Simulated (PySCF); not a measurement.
Predicted microwave data (PBE0/pcSseg-1 in PySCF (dipole) on a GFN2-xTB geometry, gas phase) for one isomer of C7H14S:

| Quantity | Value |
| --- | --- |
| Rotational constants | A = 3012, B = 802.3, C = 693.1 MHz |
| Dipole components | \|μa\| = 0.41 D, \|μb\| = 1.85 D, \|μc\| = 0.36 D |
| Inertial defect | -68.47 u·Å² |
| κ | -0.91 |

Question: Which structure is it? (One computed conformer of each.)
A. `[CH3:1][CH:2]([CH3:3])[C@@H:4]1[CH2:5][C@H:6]1[CH2:7][SH:8]` with C1–C2–C4–C5 154°, C5–C6–C7–S8 -85°, C6–C7–S8–H 56°
B. `[CH3:1][S:2][C@@H:3]1[CH2:4][C@H:5]1[CH:6]([CH3:7])[CH3:8]` with C1–S2–C3–C4 149°, C4–C5–C6–C7 156°
C. `[CH2:1]=[C:2]([CH3:3])[CH2:4][CH2:5][S:6][CH2:7][CH3:8]` with C1–C2–C4–C5 106°, C2–C4–C5–S6 -172°, C4–C5–S6–C7 -64°, C5–S6–C7–C8 -62°
D. `[CH2:1]=[C:2]([S:3][CH3:4])[C:5]([CH3:6])([CH3:7])[CH3:8]` with C1–C2–S3–C4 0°

Answer: C. It is C=C(C)CCSCC, a near-prolate asymmetric top, point group C1. The candidates at the same level (rigid rotor, commonest isotopes):

```csv
SMILES,A (MHz),B (MHz),C (MHz),μa (D),μb (D),μc (D),Δ (u·Å²),point group,rotor
C=C(SC)C(C)(C)C,2816,1167,1012,0.33,0.77,0.01,-113.45,near Cs,asymmetric top
CS[C@@H]1C[C@H]1C(C)C,2928,981.3,787.7,1.43,1.08,0.41,-46.07,C1,asymmetric top
CC(C)[C@@H]1C[C@H]1CS,4371,685.0,625.2,1.90,0.55,0.45,-45.04,C1,near-prolate asymmetric top
C=C(C)CCSCC,3012,802.3,693.1,0.41,1.85,0.36,-68.47,C1,near-prolate asymmetric top
```

`C=C(SC)C(C)(C)C` has C 46 % too high; `CC(C)[C@@H]1C[C@H]1CS` has A 45 % too high; `CS[C@@H]1C[C@H]1C(C)C` has B 22 % too high. No structure here is proved a minimum.
